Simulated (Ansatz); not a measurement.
Reaction (ligand exchange at the Sb–O bond): `[GaH2][O][SbH2]` + HCl → `[Cl][SbH2]` + `[OH][GaH2]`

Program: Ansatz. Geometries: PBE0-D4/def2-TZVP. ΔE: electronic, gas phase. CCSD(T)/CBS is the MP2 limit (def2-TZVPP, def2-QZVPP) plus CCSD(T) − MP2 in def2-TZVPP, frozen cores. This one scheme is used for every species. Functionals use def2-TZVPP. HSE06 is defined as in plane-wave codes. Elements past krypton have def2 core potentials. For Ga, Sb outer-core shells are correlated without core-valence functions, which leaves a few kJ/mol of doubt a bond. Scalar relativity is left out up to krypton.

```
             level  ΔE (eV)
        r2SCANh-D4    -0.64
             HSE06    -0.70
     CCSD/def2-SVP    -0.53
SCS-MP2/def2-QZVPP    -0.56
```

(1) What does CCSD(T)/CBS give? (An estimate is asked.)

Largest T1 diagnostic among the species: 0.016.

Results:

(1) Ansatz gave: -0.58 eV. The listed levels differ from it by -0.06, -0.12, 0.05, 0.02 eV.

The D4 term adds +0.06 eV with B3LYP and +0.03 eV with PBE0; it sums over pairs of atoms, weighted by their polarisabilities, and B3LYP, whose exchange is more repulsive, gets the larger term. At CCSD(T), def2-SVP lies +0.07 eV from the extrapolated value and def2-TZVPP +0.05 eV.

B3LYP here is the variant with VWN-RPA as its local correlation; programs differ in this.
